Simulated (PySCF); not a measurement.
Where the electron goes

Species: C₅H₇FO₂Si.
SMILES with atom numbers: `[O:1]=[C:2]([OH:3])[C:4]1=[CH:5][C@@H:6]1[CH2:7][SiH2:8][F:9]` (hydrogens: H10 on O3; H11 on C5; H12 on C6; H13, H14 on C7; H15, H16 on Si8)

Computed with PySCF, TDDFT wB97X-D/def2-SVPD, vertical, gas phase, core orbitals frozen in the response. One conformer (not necessarily the lowest) at the GFN2-xTB geometry, without solvent, vibrations or thermal averaging. Torsions of this conformer, `[O:1]=[C:2]([OH:3])[C:4]1=[CH:5][C@@H:6]1[CH2:7][SiH2:8][F:9]`: O1–C2–C4–C5 153°, C5–C6–C7–Si8 -147°, C6–C7–Si8–F9 -67°, H–O3–C2–O1 0°.

Kohn–Sham orbitals with the atoms that hold most of them (Löwdin shares over 4%, at most four atoms; ? is withheld):

```csv
orbital,ε (eV),atoms
HOMO-3,-11.45,"Si8 30%, H15 22%, H16 17%, F9 16%"
HOMO-2,-10.55,"O1 58%, O3 10%, C4 7%, C2 6%"
HOMO-1,-10.14,"C6 20%, C5 18%, C7 16%, C4 13%"
HOMO,?,?
LUMO,-0.12,?
LUMO+1,1.99,"O3 32%, C2 19%, H10 14%, O1 11%"
LUMO+2,2.06,"Si8 39%, H15 12%, H16 12%, F9 10%"
```

**Question.** Which atoms hold the HOMO, and with what shares?

**Answer.** C4 (bonded to 3 C) 22%; C5 (bonded to 2 C and H) 22%; C7 (bonded to C, Si and 2 H) 13%; C6 (bonded to 3 C and H) 13%.

**Question.** Give the leading atoms of the LUMO.

**Answer.** C5 (bonded to 2 C and H) 28%; C4 (bonded to 3 C) 20%; C2 (bonded to C and 2 O) 19%; O1 (bonded to C) 16%. By element: carbon 66% or more, oxygen 16% or more.

**Question.** What is the HOMO energy, and the HOMO–LUMO gap?

**Answer.** ε(HOMO) = -9.63 eV; the gap is 9.51 eV (0.3495 hartree).

**Question.** The HOMO–LUMO gap is 9.51 eV. Where does the response calculation put the lowest singlet, and from which orbitals?

**Answer.** S1 is at 4.85 eV (f = 0.015), 4.66 eV below the gap, made of HOMO-2→LUMO (37%), HOMO→LUMO (32%), HOMO-1→LUMO (24%). Its leading pair isn't HOMO and LUMO; the energies of that pair differ by 10.43 eV. Without the coupling terms of the response equations the lowest excitation would equal the gap.

Next come S2 at 5.28 eV (f 0.010), HOMO-2→LUMO (48%), HOMO-1→LUMO (29%); S3 at 5.43 eV (f 0.140), HOMO→LUMO (56%), HOMO-1→LUMO (36%); S4 at 6.52 eV (f 0.0099), HOMO-4→LUMO (49%), HOMO-5→LUMO (16%), HOMO-6→LUMO (15%); S5 at 7.26 eV (f 0.041), HOMO-5→LUMO (66%), HOMO-4→LUMO (21%).
